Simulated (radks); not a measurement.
Q: Ionisation ladder of sulfur, from S3+ to S6+. Each ion is in the ground configuration listed by NIST, and IE = E(next ion) - E(this ion). Calculated with a radial shooting solver on a logarithmic mesh with Libxc functionals: non-relativistic Kohn-Sham, BLYP, spin-polarised, spherical densities, point nucleus; open shells are filled with parallel spins first.

species  configuration  IE, Delta-SCF (eV)  -e(HOMO) (eV)   HOMO
S3+       [Ne] 3s2 3p1                   ?         40.850  3p up
S4+           [Ne] 3s2              72.455         65.739     3s
S5+           [Ne] 3s1                   ?         81.745  3s up
S6+               [Ne]              281.38         258.09     2p

Estimate the withheld Delta-SCF values.

A: S3+: 47.146 eV (NIST 47.22); S5+: 88.912 eV (NIST 88.053).
